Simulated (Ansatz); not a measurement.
Ansatz (an electronic-structure program) input (RI-MP2/aug-cc-pVQZ):
A basis named .json is the Basis Set Exchange file of that set.

Ansatz 0.2 input:
```yaml
crystal:
  periodic: [false, false, false]
  atoms:
    - {symbol: B, position_ang: [-0.00000000, -0.00000000, -0.84990570]}
    - {symbol: O, position_ang: [0.00000000, 0.00000000, 0.36417581]}
    - {symbol: H, position_ang: [0.00000000, 0.00000000, 1.33612203]}
basis:
  gaussian:
    orbitals: aug-cc-pVQZ
    fitting: {mean_field: def2-universal-jkfit, correlation: aug-cc-pVQZ-RIFIT.json}
total_charge: 1
magnetization: {spin_polarized: true, initial_magnetization: 1}
correlation: {method: mp2, electrons: outside_noble_gas}
```

End of the output:

```
integrals: 0.11 GiB planned
170 factors; integrals over basis functions are off by at most 2.2e0 eV
416 factors; integrals over basis functions are off by at most 6.2e-1 eV
mean field: 0.41 GiB planned
mean field evaluation 1: about -2707.7634 eV, gradient 5.2e1 eV
mean field evaluation 2: about -2711.9873 eV, gradient 3.9e1 eV
mean field evaluation 4: about -2716.7375 eV, gradient 1.0e0 eV
mean field evaluation 8: about -2716.7547 eV, gradient 2.1e-6 eV
mean field evaluation 16: about -2713.1362 eV, gradient 5.3e0 eV
mean field -2716.75469359 eV, -99.8388935071 hartree, gradient 2.1e-6 eV, S^2 0.759700; 3 other end points of the search recorded, 0 dependent functions left out
2 core orbitals not correlated
reference -2716.75469359 eV, -99.8388935071 hartree; 5, 4 occupied and 199, 200 virtual orbitals, 416 factors
second order -8.26052541 eV of doubles, -0.00000000 eV of singles
Total energy: -2725.01521900 eV, -100.1424622166 hartree
```
